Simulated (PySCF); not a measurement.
Ge(H)2(F)(OMe) (CH5FGeO), SMILES [F][GeH2][O]C.

Geometry optimised at ωB97X-D3(BJ)/def2-SVP. The structure was generated by enumeration, and PubChem lists no compound with its InChIKey, so it may never have been made. One conformer was computed; it need not be the lowest.

The numbers are results of PBE/def2-TZVP (PySCF), not measurements.

Computed frontier levels, gap, dipole moment and polarisability:
The highest occupied level comes out as -6.76 eV. The lowest empty level comes out as -0.49 eV, the orbital gap is 6.26 eV and the dipole moment comes out as 1.71 D. The quadrupole, principal values (traceless, Buckingham form, about the centre of nuclear charge) is -6.31, -0.47, 6.78 D·Å, the mean static polarisability is 46.0 bohr³ (6.82 Å³) and the polarisability, principal values is 40.8, 43.4, 54.0 bohr³.
